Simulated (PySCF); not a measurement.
Species: C5H7O2 (doublet state).
Cartesian coordinates in Å at the PBE0-D3(BJ)/def2-SVP level; atoms count from 1:
```xyz
14
C5H7O2 angstrom
C     -2.4032   -0.2444   -0.0599
C     -0.9635    0.1577   -0.2599
O     -0.6496    1.0636   -1.0189
C      0.0383   -0.5943    0.4920
C      1.4895   -0.3838    0.4919
C      2.1158    0.6956   -0.3433
O      2.1630   -1.1199    1.2004
H     -2.6689   -0.2408    1.0087
H     -3.0559    0.4451   -0.6088
H     -2.5640   -1.2706   -0.4280
H     -0.2857   -1.4146    1.1401
H      3.1995    0.6796   -0.1744
H      1.6974    1.6793   -0.0863
H      1.8859    0.5467   -1.4080
```

The hyperfine couplings belong to this conformer and change with its torsions.

The species is `CC(=O)[CH]C(C)=O` [radical].

The calculation used PySCF 2.14.0, UKS B3LYP, IGLO-III on C O, pcH-1 on H, non-relativistic, mean-field spin-orbit, GIAO. Geometry: PBE0-D3(BJ)/def2-SVP, one conformer, isolated molecule. The SCF solution wasn't tested for stability.

**Question.** Predict the first-order ENDOR lines of H11 and H8 (×6) under fast tumbling at B = 3350.6 mT (W band).

**Answer.** ν± = |νn ± a/2|, one line for each electron-spin manifold; νn = |g_N| × 7.62259 MHz/T × B.

```json
{"nuclei": "H11", "isotope": "1H", "g_N": "5.5857", "νn (MHz)": "142.66", "a_iso (MHz)": "-48.79", "lower line (MHz)": "118.27", "upper line (MHz)": "167.05"}
{"nuclei": "H8 (×6)", "isotope": "1H", "g_N": "5.5857", "νn (MHz)": "142.66", "a_iso (MHz)": "-3.19", "lower line (MHz)": "141.06", "upper line (MHz)": "144.26"}
```

**Question.** Which pairs are centred on the nuclear Larmor frequency, and which on half the coupling?

**Answer.** Centred on νn, since |a| < 2νn: H11 and H8 (×6). No pair has |a| > 2νn.

Nuclei that the bonding pattern makes equivalent are averaged, as if the motion that swaps them (rotation, inversion, ring flip) were fast. The six 1H nuclei of mean -3.2 MHz run from -6.6 to -1.0 MHz in the frozen geometry.

The largest Mulliken spin populations are on C4 (+0.80), O3 (+0.24), O7 (+0.24) and C5 (-0.13). Three atoms exceed +0.15. The angles at C4 add up to 360.0°, so it is planar; its axial dipolar tensor and the negative coupling of its proton fit spin in a p orbital normal to that plane.
